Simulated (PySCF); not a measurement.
Structure problem from calculated spectra and properties.

Formula: C3H12OSi3.

- 13C NMR: chemical shifts (computed TMS as zero) by class: 2.4 (2 C), -1.1 (1 C) ppm [GIAO KT2/pcSseg-1]
- XPS: Si2p3/2 106.4, Si2p3/2 107.0, Si2p3/2 107.1, C1s 290.2, C1s 290.8 (×2), O1s 537.5, Si1s 1846.1, Si1s 1846.9, Si1s 1846.9 eV [ΔSCF SCAN, pcX-2 on the ionised atom, pcseg-1 elsewhere, spin-free X2C, 2p3/2 from a spin–orbit splitting computed afterwards within the 2p shell]
- UV, strongest line: among the 10 lowest singlet transitions: S6 at 7.87 eV (158 nm, f = 0.417) [TDDFT wB97X-D/def2-SVPD]
- NMR, other nuclei: isotropic shieldings of nuclei other than C and H, by class: 314 (1 O), 366 (1 Si), 383 (1 Si), 471 (1 Si) ppm [GIAO KT2/pcSseg-1]
- UV, first state: lowest singlet excitation: 6.49 eV (191 nm, f = 0.010) [TDDFT wB97X-D/def2-SVPD]
- Dipole: 0.87 D [wB97X-D/def2-SVPD]
- Rotational structure: rotational constants A, B, C: 2.936, 0.572, 0.503 GHz [PBE0-D3(BJ)/def2-SVP]
- 1H NMR: chemical shifts (computed TMS as zero) by class: 5.77 (2 H), 4.85 (2 H), 3.52 (3 H), 0.66 (2 H), 0.30 (2 H), -0.05 (1 H) ppm [GIAO KT2/pcSseg-1]
- Polarisability: 120.1 au [wB97X-D/def2-SVPD]

The electronic properties come from PySCF, for the isolated species, density fitting. Levels stand in brackets. Geometry: PBE0-D3(BJ)/def2-SVP, one conformer, isolated molecule. NMR classes are plain means over equivalent atoms (diastereotopic ones count apart unless rotation or inversion swaps them), as if these changed places fast.

Question: Give a SMILES that accounts for the data.

Answer: Numbering: `[SiH3:1][SiH2:2][O:3][SiH2:4][CH:5]1[CH2:6][CH2:7]1`. Its formula, C3H12OSi3, gives 1 degree of unsaturation: 1 ring and 0 π bonds in the structure found. 3 carbons fall into 2 classes; from least to most shielded: three-membered-ring carbon [C6/C7] (2.4 ppm, 2 C, up to 4.6 ppm apart in this geometry), ring sp3 carbon bound to silicon [C5] (-1.1 ppm). Hydrogen classes from least to most shielded: 2 H on an oxygen-bound silicon, Si2 (5.77 ppm), 2 H on an oxygen-bound silicon, Si4 (4.85 ppm, a mean of values up to 1.2 ppm apart in this geometry), 3 H on an SiH3 silicon, Si1 (3.52 ppm), 2 H on 2 three-membered-ring carbons, C6/C7 (0.66 ppm), 2 H on 2 three-membered-ring carbons, C6/C7 (0.30 ppm), 1 H on an sp3 carbon bound to silicon, C5 (-0.05 ppm). The other shieldings belong to: 314 ppm, siloxane oxygen [O3]; 366 ppm, oxygen-bound silicon [Si4]; 383 ppm, oxygen-bound silicon [Si2]; 471 ppm, SiH3 silicon [Si1]. The core levels belong to: Si2p3/2 106.4 eV, SiH3 silicon [Si1]; Si2p3/2 107.0 eV, oxygen-bound silicon [Si4]; Si2p3/2 107.1 eV, oxygen-bound silicon [Si2]; C1s 290.2 eV, sp3 carbon bound to silicon [C5]; C1s 290.8 eV, three-membered-ring carbon [C6/C7]; O1s 537.5 eV, siloxane oxygen [O3]; Si1s 1846.1 eV, SiH3 silicon [Si1]; Si1s 1846.9 eV, oxygen-bound silicon [Si2]; Si1s 1846.9 eV, oxygen-bound silicon [Si4]. One atom of each topological class was ionised and stands for its class. The optimised geometry has point group C1 and is an asymmetric top. Structure: `[SiH3][SiH2]O[SiH2]C1CC1`. Computed isomers that give other values at the same levels: `C=CC[Si@H]([SiH3])O[SiH3]` (13C chemical shifts (computed TMS as zero) by class: 132.0 (1 C), 115.0 (1 C), 30.9 (1 C) ppm). The assignments are read from this structure; whether some other isomer fits the data as well wasn't checked.

Conformer computed: `[SiH3:1][SiH2:2][O:3][SiH2:4][CH:5]1[CH2:6][CH2:7]1`: Si1–Si2–O3–Si4 180°, Si2–O3–Si4–C5 174°, O3–Si4–C5–C6 -152°.
